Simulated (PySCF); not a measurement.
**³³S chemical shifts**

One averaged value for each set of equivalent atoms, non-relativistic Hamiltonian, single conformer, isolated molecule. PBE0/pcSseg-1 with gauge-including orbitals; structure optimised with GFN2-xTB; PySCF 2.14.

Shieldings were converted by a linear fit to measured shifts: ³³S (scatter 33.3 ppm rms vs sulfate, solution or neat liquid). Occasional misses reach two or three times the rms, and more in compound classes unlike the fitted ones.

Problem. Give the ³³S shifts of `[SiH3]/C=C\S[SiH2]P`, `[SiH3]/C=C/S[SiH2]P`, `C[Si@@]1(F)C[C@@H](F)CS1`.

Solution. 
| compound | environment | δ (ppm) |
| --- | --- | --- |
| [SiH3]/C=C\S[SiH2]P | sulfur bonded to C, Si | -387 |
| [SiH3]/C=C/S[SiH2]P | sulfur bonded to C, Si | -375 |
| C[Si@@]1(F)C[C@@H](F)CS1 | sulfur bonded to C, Si, in a 5-membered ring | -418 |

Problem. Order these by ³³S shift, lowest first.
A. C[C@@]1(F)C[Si@@H](F)CS1
B. N#C[C@H]1SCCC1=O
C. [SiH3]/C=C\S[SiH2]P
D. P[SiH2][Si@H]1CCS1
E. Cc1ncc(C=O)s1

Solution. D (-459 ppm, sulfur bonded to C, Si, in a 4-membered ring), C (-387 ppm, sulfur bonded to C, Si), B (-253 ppm, sulfide sulfur), A (-212 ppm, sulfide sulfur), E (-52 ppm, aromatic ring sulfur).
